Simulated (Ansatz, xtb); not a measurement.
Two isomers of AsGeH6In

Structure a: `[GeH3][InH][AsH2]`, a singlet. Structure b: `[GeH3][AsH][InH2]`, a singlet. Both are isolated molecules in the gas phase, relaxed with B3LYP-D3(BJ)/def2-SVP; the shapes shown needn't be the lowest conformers.

a (Å):

```xyz
9

As    0.5512   -0.9320   -3.5784
Ge   -0.1910   -2.3526    0.7037
In   -0.9082   -0.8948   -1.3794
H     1.0070   -3.2765    0.3850
H     0.2333   -1.4436    1.8833
H    -1.3456   -3.2468    1.2162
H    -2.3867    0.0394   -1.3840
H     0.4727    0.5924   -3.6997
H     1.8488   -0.8781   -2.7685
```

b (Å):

```xyz
9

As    0.7784   -0.0074   -0.2331
Ge    1.5544   -0.5014    2.0360
In    2.9769   -0.9198   -1.3490
H     0.3324   -0.5640    2.9769
H     2.4766    0.6549    2.4732
H     0.0648   -1.3526   -0.3951
H     2.8683   -2.1200   -2.6042
H     2.3385   -1.8278    2.1766
H     4.4966   -0.2359   -0.8426
```

**Question.** Estimate which is lower in electronic energy at CCSD(T)/def2-SVP + ΔMP2/def2-TZVPP, and by roughly how much.

**Answer.** The CCSD(T)/def2-SVP + ΔMP2/def2-TZVPP calculation puts structure a lower, by 0.110 eV.

Level by level:

| level | geometry | E(b) − E(a) (eV) | departure from the last row (eV) | job, with rough time for the two |
| --- | --- | --- | --- | --- |
| GFN2-xTB | GFN2-xTB | +0.160 | +0.050 | optimisation, 0.4 s |
| HF/STO-3G | GFN2-xTB | +0.030 | −0.080 | single point, 1.2 s |
| r2SCAN-D4/def2-SVP | GFN2-xTB | +0.067 | −0.043 | single point, 2.7 s |
| B3LYP-D3(BJ)/def2-SVP | B3LYP-D3(BJ)/def2-SVP | +0.131 | +0.021 | optimisation, 94 s |
| HF/def2-SVP | B3LYP-D3(BJ)/def2-SVP | +0.124 | +0.014 | part of the CCSD(T) run |
| MP2/def2-SVP | B3LYP-D3(BJ)/def2-SVP | +0.084 | −0.025 | part of the CCSD(T) run |
| CCSD(T)/def2-SVP | B3LYP-D3(BJ)/def2-SVP | +0.142 | +0.032 | single point |
| CCSD(T)/def2-SVP + ΔMP2/def2-TZVPP | B3LYP-D3(BJ)/def2-SVP | +0.110 |  | single point, 42 s |

As drawn, b has 1 As–Ge, 1 In–H in place of 1 Ge–In, 1 As–H.

None of the levels shown reverses the order. The largest departure from CCSD(T)/def2-SVP + ΔMP2/def2-TZVPP is that of HF/STO-3G, 0.080 eV. A small imaginary or near-zero mode remains, so no thermal terms are given. The last row adds to CCSD(T) the change of the MP2 difference between the two basis sets, here −0.032 eV.

The correlated steps freeze 22 core orbitals; the filled d shell of As and Ge and In is correlated, in a basis made for valence electrons. Atoms past krypton carry core potentials in the def2 sets, other sets are all-electron and non-relativistic, and no spin–orbit term is included. Run with Ansatz 0.2.0, xtb 6.7.1; the last row on 2 threads of Intel(R) Xeon(R) 6975P-C (Granite Rapids) on a shared host.
